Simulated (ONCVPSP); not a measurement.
Cutoff test, molybdenum (Mo), ONCV

```
Element                 : molybdenum (Mo)
Generator               : ONCVPSP 4.0.1
Type                    : optimised norm-conserving Vanderbilt (ONCV)
Functional              : PBE
Relativity              : scalar-relativistic
Frozen core             : [Kr]
Valence charge          : 6
Reference configuration : 4d5 5s1
Partial waves           : 5s: rc 2.75 bohr, ncon 4, nbas 7, qcut 2.1 1/bohr, 2 projectors, debl 1.3 Ha; p scattering state at 0.44 Ha: rc 2.55 bohr, ncon 3, nbas 7, qcut 3.1 1/bohr, 2 projectors, debl 2.9 Ha; 4d: rc 1.50 bohr, ncon 4, nbas 7, qcut 5.4 1/bohr, 2 projectors, debl 3.2 Ha
Local potential         : polynomial inside 1.30 bohr (lpopt 5, dvloc0 0 Ha)
Core correction         : polynomial model core, fcfact 0.4
```

Q: For each optimised wave give the share of its norm inside rc, the residual kinetic energy above qcut (Ha) and the cutoffs (Ha) for errors of 10, 1, 0.1 and 0.01 mHa per electron.

A:

| wave | norm inside rc | residual KE | 10 mHa | 1 mHa | 0.1 mHa | 0.01 mHa |
| --- | --- | --- | --- | --- | --- | --- |
| 5s | 0.287 | 2.5e-03 | 1.4 | 3.0 | 11.9 | 15.3 |
| s projector 2 | 0.147 | 7.1e-02 | 3.0 | 7.7 | 18.3 | 23.9 |
| p projector 1 | 0.144 | 5.6e-05 | 1.8 | 3.2 | 4.3 | 26.5 |
| p projector 2 | 0.120 | 8.1e-02 | 8.1 | 15.6 | 27.2 | 56.0 |
| 4d | 0.365 | 7.9e-03 | 14.0 | 33.6 | 69.9 | 81.2 |
| d projector 2 | 0.098 | 2.6e-02 | 16.8 | 22.8 | 43.5 | 73.9 |

The occupied waves need 34 Ha and 70 Ha for 1 and 0.1 mHa. Note: ghosts flagged at negative energy: s at -85.6 eV; GHOST(+) flagged for p at 29.2 eV, s at 76.7 eV. A true bound ghost makes a file unfit for plane-wave use. Its largest configuration-test error is -370 meV.
